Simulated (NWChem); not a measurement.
CH₆AlN; SMILES C[NH][AlH2]

```xyz
9

Al     0.0988    -1.2331     0.0000
H     -0.9964    -2.3822     0.0020
H      1.6693    -1.4681    -0.0016
N     -0.4904     0.4441    -0.0003
C      0.2555     1.6805     0.0002
H     -1.4938     0.6068    -0.0013
H      0.0471     2.3056     0.8885
H      0.0516     2.3038    -0.8905
H      1.3370     1.4719     0.0031
```
Atoms are numbered in this order, from 1.

All runs use the structure optimised with PBE0/def2-SVP.

Problem. List the 4 lowest vertical singlet excitations from Hartree-Fock/6-31+G* (spherical d), CIS (NWChem).

Solution. 
```
state  energy (eV)  oscillator strength  leading excitation (squared amplitude)
-----  -----------  -------------------  --------------------------------------
S1            6.62                0.026                    HOMO → LUMO+1 (0.77)
S2            6.79                0.135                      HOMO → LUMO (0.84)
S3            7.23                0.000                    HOMO−1 → LUMO (0.74)
S4            8.08                0.024                    HOMO → LUMO+3 (0.49)
```
